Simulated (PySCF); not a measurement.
B3LYP has the VWN-RPA correlation part, as in Gaussian. Delta-SCF ions had no search for a lower state. Excitations are Tamm–Dancoff values on a coarser integration grid. The basis has no diffuse functions, so Rydberg states are missing or too high.

Cartesian coordinates (Å):
```xyz
5

F      0.0091    -0.0447     1.7629
Ge     0.0002    -0.0011     0.0410
Cl    -0.4740     1.9832    -0.5489
Cl    -1.4725    -1.3768    -0.6288
Cl     1.9372    -0.5607    -0.6262
```
Charge 0, multiplicity 1.

Task: Predict the T1 excitation (TDA), S1 excitation (TDA), dipole moment, vertical ionisation energy (Delta-SCF), total energy, LUMO, HOMO and S1–T1 gap (TDA) from B3LYP-D3(BJ)/def2-TZVP (PySCF).

Result: 
```yaml
T1 excitation (TDA): 5.35 eV
S1 excitation (TDA): 5.77 eV
dipole_moment: 0.95 D
vertical ionisation energy (Delta-SCF): 11.74 eV
total_energy: -3557.8020 Ha
LUMO: -2.62 eV
HOMO: -9.52 eV
S1–T1 gap (TDA): 0.42 eV
```
